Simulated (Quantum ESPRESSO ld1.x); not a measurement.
The numbers below are computed, except where a source is named.
Q: The ruthenium ion Ru3+, configuration [Kr] 4d5 (the NIST ground configuration). Level of theory: Dirac Kohn-Sham, PW86 exchange with PBE correlation, spin-unpolarised, spherical densities, point nucleus; open shells fill j = l - 1/2 first (ld1.x of Quantum ESPRESSO 7.5). Some entries of the table are withheld. Estimate them.

| orbital | occ. | eigenvalue (eV) | r(max) (bohr) | <1/r> (bohr^-1) |
|---|---|---|---|---|
| 1s1/2 | 2 | -21966.1 | 0.02171 | 45.89 |
| 2s1/2 | 2 | -3187.46 | 0.1229 | 10.50 |
| 2p1/2 | 2 | -2946.87 | 0.09551 | 10.47 |
| 2p3/2 | 4 | -2815.94 | 0.09949 | 9.921 |
| 3s1/2 | 2 | -590.995 | 0.3615 | 3.628 |
| 3p1/2 | 2 | -497.626 | 0.3485 | 3.527 |
| 3p3/2 | 4 | -475.433 | 0.3579 | 3.394 |
| 3d3/2 | 4 | -310.561 | 0.3001 | 3.215 |
| 3d5/2 | 6 | -306.241 | 0.3028 | 3.180 |
| 4s1/2 | 2 | (1) | (2) | 1.358 |
| 4p1/2 | 2 | -82.9382 | 0.9635 | 1.242 |
| 4p3/2 | 4 | -79.4787 | 0.9869 | 1.204 |
| 4d3/2 | 4 | -37.4879 | 1.161 | (3) |
| 4d5/2 | 1 | -37.0782 | 1.171 | (4) |

A: 
(1) 4s1/2 eigenvalue (eV): -110.938
(2) 4s1/2 r(max) (bohr): 0.9139
(3) 4d3/2 <1/r> (bohr^-1): 0.9198
(4) 4d5/2 <1/r> (bohr^-1): 0.9109
